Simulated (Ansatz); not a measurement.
Ansatz (a first-principles code) input (B3LYP-D3(BJ)/def2-TZVP):

Ansatz 0.2 input:
```yaml
crystal:
  periodic: [false, false, false]
  atoms:
    - {symbol: W, position_ang: [0.03026373, -0.01216340, -0.00744043]}
    - {symbol: H, position_ang: [-1.12666800, 0.03357303, 1.19298235]}
    - {symbol: H, position_ang: [-0.82709561, 1.40802932, 0.16456333]}
    - {symbol: H, position_ang: [-0.21943787, -0.99244252, -1.39029555]}
    - {symbol: H, position_ang: [-1.56543162, -0.02719069, -0.49234066]}
    - {symbol: H, position_ang: [0.50294838, -0.89240032, 1.38444265]}
    - {symbol: H, position_ang: [0.99616834, 1.37052278, -0.30876010]}
basis:
  gaussian:
    orbitals: def2-TZVP
hamiltonian:
  xc: b3lyp
  dispersion: d3bj
phonons: {temperatures: {t_min: 298.15, t_max: 298.15, t_step: 100}}
```

Output:

```
Functional definition: B3LYP
integrals: 0.02 GiB planned
657 factors; their error is unknown
mean field: 0.18 GiB planned
mean field evaluation 1: about -1920.0326 eV, gradient 2.3e1 eV
mean field evaluation 2: about -1919.8909 eV, gradient 2.6e1 eV
mean field evaluation 4: about -1921.4800 eV, gradient 2.8e0 eV
mean field evaluation 8: about -1921.4996 eV, gradient 4.6e-2 eV
mean field evaluation 16: about -1921.5009 eV, gradient 2.4e-5 eV
mean field -1921.50093389 eV, -70.6138568803 hartree, gradient 2.4e-5 eV, S^2 0.000000; 0 other end points of the search recorded, 0 dependent functions left out
the calculation of the forces begins
reference -1921.50117123 eV, -70.6138656024 hartree; 10, 10 occupied and 66, 66 virtual orbitals, 657 factors
these checks for a lower state are left out or cut short: stability, starts, cluster_reference, orbital_swaps, neighbouring_geometries, increment
integrals: 0.02 GiB planned
657 factors; their error is unknown
mean field: 0.18 GiB planned
mean field -1921.50079188 eV, -70.6138516618 hartree, gradient 2.9e-6 eV, S^2 0.000000; 0 other end points of the search recorded, 0 dependent functions left out
the calculation of the forces begins
reference -1921.50102918 eV, -70.6138603821 hartree; 10, 10 occupied and 66, 66 virtual orbitals, 657 factors
these checks for a lower state are left out or cut short: stability, starts, cluster_reference, orbital_swaps, neighbouring_geometries, increment
integrals: 0.02 GiB planned
657 factors; their error is unknown
mean field: 0.18 GiB planned
mean field evaluation 32: about -1921.5008 eV, gradient 2.9e-6 eV
mean field -1921.50079240 eV, -70.6138516806 hartree, gradient 2.9e-6 eV, S^2 0.000000; 0 other end points of the search recorded, 0 dependent functions left out
the calculation of the forces begins
reference -1921.50102979 eV, -70.6138604045 hartree; 10, 10 occupied and 66, 66 virtual orbitals, 657 factors
these checks for a lower state are left out or cut short: stability, starts, cluster_reference, orbital_swaps, neighbouring_geometries, increment
integrals: 0.02 GiB planned
657 factors; their error is unknown
mean field: 0.18 GiB planned
mean field -1921.50080373 eV, -70.6138520969 hartree, gradient 2.9e-6 eV, S^2 0.000000; 0 other end points of the search recorded, 0 dependent functions left out
the calculation of the forces begins
reference -1921.50104106 eV, -70.6138608187 hartree; 10, 10 occupied and 66, 66 virtual orbitals, 657 factors
these checks for a lower state are left out or cut short: stability, starts, cluster_reference, orbital_swaps, neighbouring_geometries, increment
integrals: 0.02 GiB planned
657 factors; their error is unknown
mean field: 0.18 GiB planned
mean field -1921.50080410 eV, -70.6138521106 hartree, gradient 2.9e-6 eV, S^2 0.000000; 0 other end points of the search recorded, 0 dependent functions left out
the calculation of the forces begins
reference -1921.50104145 eV, -70.6138608331 hartree; 10, 10 occupied and 66, 66 virtual orbitals, 657 factors
these checks for a lower state are left out or cut short: stability, starts, cluster_reference, orbital_swaps, neighbouring_geometries, increment
integrals: 0.02 GiB planned
657 factors; their error is unknown
mean field: 0.18 GiB planned
mean field -1921.50090375 eV, -70.6138557728 hartree, gradient 2.9e-6 eV, S^2 0.000000; 0 other end points of the search recorded, 0 dependent functions left out
the calculation of the forces begins
reference -1921.50114108 eV, -70.6138644946 hartree; 10, 10 occupied and 66, 66 virtual orbitals, 657 factors
these checks for a lower state are left out or cut short: stability, starts, cluster_reference, orbital_swaps, neighbouring_geometries, increment
integrals: 0.02 GiB planned
[...]
the calculation of the forces begins
reference -1921.50115517 eV, -70.6138650123 hartree; 10, 10 occupied and 66, 66 virtual orbitals, 657 factors
these checks for a lower state are left out or cut short: stability, starts, cluster_reference, orbital_swaps, neighbouring_geometries, increment
integrals: 0.02 GiB planned
657 factors; their error is unknown
mean field: 0.18 GiB planned
mean field evaluation 96: about -1921.5009 eV, gradient 9.7e-4 eV
mean field -1921.50090588 eV, -70.6138558509 hartree, gradient 2.9e-6 eV, S^2 0.000000; 0 other end points of the search recorded, 0 dependent functions left out
the calculation of the forces begins
reference -1921.50114322 eV, -70.6138645730 hartree; 10, 10 occupied and 66, 66 virtual orbitals, 657 factors
these checks for a lower state are left out or cut short: stability, starts, cluster_reference, orbital_swaps, neighbouring_geometries, increment
integrals: 0.02 GiB planned
657 factors; their error is unknown
mean field: 0.18 GiB planned
mean field -1921.50088749 eV, -70.6138551753 hartree, gradient 2.9e-6 eV, S^2 0.000000; 0 other end points of the search recorded, 0 dependent functions left out
the calculation of the forces begins
reference -1921.50112483 eV, -70.6138638974 hartree; 10, 10 occupied and 66, 66 virtual orbitals, 657 factors
these checks for a lower state are left out or cut short: stability, starts, cluster_reference, orbital_swaps, neighbouring_geometries, increment
integrals: 0.02 GiB planned
657 factors; their error is unknown
mean field: 0.18 GiB planned
mean field -1921.50092683 eV, -70.6138566210 hartree, gradient 7.0e-7 eV, S^2 0.000000; 0 other end points of the search recorded, 0 dependent functions left out
the calculation of the forces begins
reference -1921.50116418 eV, -70.6138653432 hartree; 10, 10 occupied and 66, 66 virtual orbitals, 657 factors
these checks for a lower state are left out or cut short: stability, starts, cluster_reference, orbital_swaps, neighbouring_geometries, increment
integrals: 0.02 GiB planned
657 factors; their error is unknown
mean field: 0.18 GiB planned
mean field -1921.50092598 eV, -70.6138565896 hartree, gradient 8.1e-7 eV, S^2 0.000000; 0 other end points of the search recorded, 0 dependent functions left out
the calculation of the forces begins
reference -1921.50116332 eV, -70.6138653116 hartree; 10, 10 occupied and 66, 66 virtual orbitals, 657 factors
these checks for a lower state are left out or cut short: stability, starts, cluster_reference, orbital_swaps, neighbouring_geometries, increment
integrals: 0.02 GiB planned
657 factors; their error is unknown
mean field: 0.18 GiB planned
mean field -1921.50092674 eV, -70.6138566175 hartree, gradient 9.9e-7 eV, S^2 0.000000; 0 other end points of the search recorded, 0 dependent functions left out
the calculation of the forces begins
reference -1921.50116409 eV, -70.6138653400 hartree; 10, 10 occupied and 66, 66 virtual orbitals, 657 factors
these checks for a lower state are left out or cut short: stability, starts, cluster_reference, orbital_swaps, neighbouring_geometries, increment
integrals: 0.02 GiB planned
657 factors; their error is unknown
mean field: 0.18 GiB planned
mean field evaluation 128: about -1921.5009 eV, gradient 9.2e-7 eV
mean field -1921.50092590 eV, -70.6138565867 hartree, gradient 9.2e-7 eV, S^2 0.000000; 0 other end points of the search recorded, 0 dependent functions left out
the calculation of the forces begins
reference -1921.50116323 eV, -70.6138653085 hartree; 10, 10 occupied and 66, 66 virtual orbitals, 657 factors
these checks for a lower state are left out or cut short: stability, starts, cluster_reference, orbital_swaps, neighbouring_geometries, increment
integrals: 0.02 GiB planned
657 factors; their error is unknown
mean field: 0.18 GiB planned
mean field -1921.50090604 eV, -70.6138558569 hartree, gradient 2.9e-6 eV, S^2 0.000000; 0 other end points of the search recorded, 0 dependent functions left out
the calculation of the forces begins
reference -1921.50114336 eV, -70.6138645783 hartree; 10, 10 occupied and 66, 66 virtual orbitals, 657 factors
these checks for a lower state are left out or cut short: stability, starts, cluster_reference, orbital_swaps, neighbouring_geometries, increment
integrals: 0.02 GiB planned
657 factors; their error is unknown
mean field: 0.18 GiB planned
mean field -1921.50092612 eV, -70.6138565949 hartree, gradient 2.9e-6 eV, S^2 0.000000; 0 other end points of the search recorded, 0 dependent functions left out
the calculation of the forces begins
reference -1921.50116348 eV, -70.6138653178 hartree; 10, 10 occupied and 66, 66 virtual orbitals, 657 factors
these checks for a lower state are left out or cut short: stability, starts, cluster_reference, orbital_swaps, neighbouring_geometries, increment
integrals: 0.02 GiB planned
657 factors; their error is unknown
mean field: 0.18 GiB planned
mean field -1921.50088961 eV, -70.6138552531 hartree, gradient 2.9e-6 eV, S^2 0.000000; 0 other end points of the search recorded, 0 dependent functions left out
the calculation of the forces begins
reference -1921.50112692 eV, -70.6138639742 hartree; 10, 10 occupied and 66, 66 virtual orbitals, 657 factors
these checks for a lower state are left out or cut short: stability, starts, cluster_reference, orbital_swaps, neighbouring_geometries, increment
integrals: 0.02 GiB planned
657 factors; their error is unknown
mean field: 0.18 GiB planned
mean field -1921.50091631 eV, -70.6138562343 hartree, gradient 2.9e-6 eV, S^2 0.000000; 0 other end points of the search recorded, 0 dependent functions left out
the calculation of the forces begins
reference -1921.50115368 eV, -70.6138649573 hartree; 10, 10 occupied and 66, 66 virtual orbitals, 657 factors
these checks for a lower state are left out or cut short: stability, starts, cluster_reference, orbital_swaps, neighbouring_geometries, increment
integrals: 0.02 GiB planned
657 factors; their error is unknown
mean field: 0.18 GiB planned
mean field evaluation 160: about -1921.5009 eV, gradient 1.2e-1 eV
mean field -1921.50093012 eV, -70.6138567416 hartree, gradient 2.9e-6 eV, S^2 0.000000; 0 other end points of the search recorded, 0 dependent functions left out
the calculation of the forces begins
reference -1921.50116749 eV, -70.6138654649 hartree; 10, 10 occupied and 66, 66 virtual orbitals, 657 factors
these checks for a lower state are left out or cut short: stability, starts, cluster_reference, orbital_swaps, neighbouring_geometries, increment
integrals: 0.02 GiB planned
657 factors; their error is unknown
mean field: 0.18 GiB planned
mean field -1921.50090943 eV, -70.6138559816 hartree, gradient 2.9e-6 eV, S^2 0.000000; 0 other end points of the search recorded, 0 dependent functions left out
the calculation of the forces begins
reference -1921.50114674 eV, -70.6138647026 hartree; 10, 10 occupied and 66, 66 virtual orbitals, 657 factors
these checks for a lower state are left out or cut short: stability, starts, cluster_reference, orbital_swaps, neighbouring_geometries, increment
integrals: 0.02 GiB planned
657 factors; their error is unknown
mean field: 0.18 GiB planned
mean field -1921.50090356 eV, -70.6138557658 hartree, gradient 2.9e-6 eV, S^2 0.000000; 0 other end points of the search recorded, 0 dependent functions left out
the calculation of the forces begins
reference -1921.50114089 eV, -70.6138644873 hartree; 10, 10 occupied and 66, 66 virtual orbitals, 657 factors
these checks for a lower state are left out or cut short: stability, starts, cluster_reference, orbital_swaps, neighbouring_geometries, increment
integrals: 0.02 GiB planned
657 factors; their error is unknown
mean field: 0.18 GiB planned
mean field -1921.50092202 eV, -70.6138564443 hartree, gradient 2.9e-6 eV, S^2 0.000000; 0 other end points of the search recorded, 0 dependent functions left out
the calculation of the forces begins
reference -1921.50115938 eV, -70.6138651670 hartree; 10, 10 occupied and 66, 66 virtual orbitals, 657 factors
Total energy: -1921.68719543 eV, -70.6207018659 hartree
Atom 0 at     0.030264    -0.012163    -0.007440 Å, force     0.000227    -0.000087    -0.000050 eV/Å
Atom 1 at    -1.126668     0.033573     1.192982 Å, force    -0.000093    -0.000088     0.000101 eV/Å
Atom 2 at    -0.827096     1.408029     0.164563 Å, force    -0.000041     0.000139    -0.000071 eV/Å
Atom 3 at    -0.219438    -0.992443    -1.390296 Å, force     0.000015    -0.000012    -0.000012 eV/Å
Atom 4 at    -1.565432    -0.027191    -0.492341 Å, force    -0.000101     0.000044     0.000029 eV/Å
Atom 5 at     0.502948    -0.892400     1.384443 Å, force    -0.000005    -0.000005     0.000007 eV/Å
Atom 6 at     0.996168     1.370523    -0.308760 Å, force    -0.000002     0.000009    -0.000004 eV/Å
Dipole moment:     0.333935    -0.134213    -0.082099 e Å
Vibrations: 688.45 688.51 772.01 828.35 886.45 886.46 938.87 938.88 1162.57 1964.93 1964.93 1988.17 2061.37 2061.38 2092.58 cm⁻¹, zero-point energy 1.235127 eV
```
